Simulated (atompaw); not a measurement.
Before and after: PAW (atompaw) potential for O

```json
{"Element": "O", "Generator": "atompaw 4.2.0.5", "Type": "PAW", "Functional": "PBE", "Relativity": "scalar-relativistic", "Frozen core": "[He]", "Valence charge": "6", "Reference configuration": "2s2 2p4", "Partial waves": "2s (bound): rc 1.25 bohr; 2s channel at -1.2 Ry: rc 0.80 bohr; 2p (bound): rc 1.25 bohr; 2p channel at 3.4 Ry: rc 1.25 bohr; 3d channel at 0.4 Ry: rc 1.25 bohr", "Local potential": "vpsmatchnc scheme with l = 3 at 0 Ry, radius 1.00 bohr", "Core correction": "smooth core density matched at 0.80 bohr", "Augmentation charge": "besselshape compensation charge, radius 0.90 bohr; PAW radius 1.25 bohr; waves and projectors: custom polynom gramschmidtortho"}
```

All-electron outer shells of the reference configuration (PBE, scalar-relativistic, ld1.x):

```tsv
shell	level (eV)	outermost node (bohr)	outermost maximum (bohr)
1s	-514.70	–	0.13
2s	-23.96	0.28	0.87
2p	-9.03	–	0.82
```

Change: wave 2s (bound): rc 1.25 bohr becomes 2s (bound): rc 0.72 bohr.

Cutoffs: the cutoffs (Ry, on a coarse ladder) from which the occupation-weighted sum of valence levels, in a spherical-Bessel basis at the reference potential, stays within 10 and 1 mRy of its value at 400 Ry; they do not see the model core or the augmentation charge, which bear on the density cutoff.

Q: What does the change do?

A: The potential gets harder (45 Ry and 80 Ry → 55 Ry and 100 Ry); neither file shows a bound ghost.

| quantity | base | changed |
| --- | --- | --- |
| cutoff, loose | 45 Ry | 55 Ry |
| cutoff, tight | 80 Ry | 100 Ry |
| loose cutoff by channel (10 mRy a level) | s 15 Ry, p 35 Ry | s 40 Ry, p 35 Ry |
| bound ghosts | none | none |
| s: phases at 1.25 bohr within 0.05 rad from the reference energy up to (Ry; the scan ends near 5) | to the end of the scan | to the end of the scan |
| p: phases at 1.25 bohr within 0.05 rad from the reference energy up to (Ry; the scan ends near 5) | to the end of the scan | to the end of the scan |
| d: phases at 1.25 bohr within 0.05 rad from the reference energy up to (Ry; the scan ends near 5) | 1.8 | 1.8 |
| lowest overlap eigenvalue by channel | s 0.01, p 0.93, d 1.00 | s 0.01, p 0.93, d 1.00 |

 The cutoffs see the waves, projectors and local potential, not the compensation charge or the core.
